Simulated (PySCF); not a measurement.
# XPS shifts beside NMR shieldings

Compound: C6H16NPSi.
Atom-mapped SMILES: `[CH3:1][C@@H:2]1[CH2:3][CH2:4][N:5]([Si@@H:6]([CH3:7])[PH2:8])[CH2:9]1`

Binding energies: PySCF 2.14.0, delta-SCF UKS SCAN, pcX-2 on the ionised atom, pcseg-1 elsewhere, spin-free X2C. Shieldings: GIAO CAM-B3LYP/pcSseg-1, non-relativistic, same geometry.

```csv
atom,isotropic shielding (ppm)
C1,164.1
C2,144.4
C3,143.5
C4,131.8
C7,182.9
C9,126.9
```

Question: What are the C 1s binding energies of these atoms?

Answer: 
| atom | environment | C 1s (eV) | isotropic shielding (ppm) |
| --- | --- | --- | --- |
| C7 | Si-methyl carbon | 290.00 | 182.9 |
| C3 | ring CH2 carbon | 290.39 | 143.5 |
| C2 | sp3 CH carbon | 290.49 | 144.4 |
| C1 | methyl carbon | 290.57 | 164.1 |
| C9 | sp3 carbon bound to nitrogen | 291.05 | 126.9 |
| C4 | sp3 carbon bound to nitrogen | 291.15 | 131.8 |

Question: Among the listed atoms, is the one with the highest binding energy also the least shielded?

Answer: No. The highest binding energy is at C4 (291.15 eV, shielding 131.8 ppm), the lowest shielding at C9 (126.9 ppm, 291.05 eV).

Over these 6 sites the two quantities correlate at r = -0.85. By binding energy: C7 < C3 < C2 < C1 < C9 < C4. By shielding: C9 < C4 < C3 < C2 < C1 < C7.

Geometry: PBE0-D3(BJ)/def2-SVP, one conformer, isolated molecule.
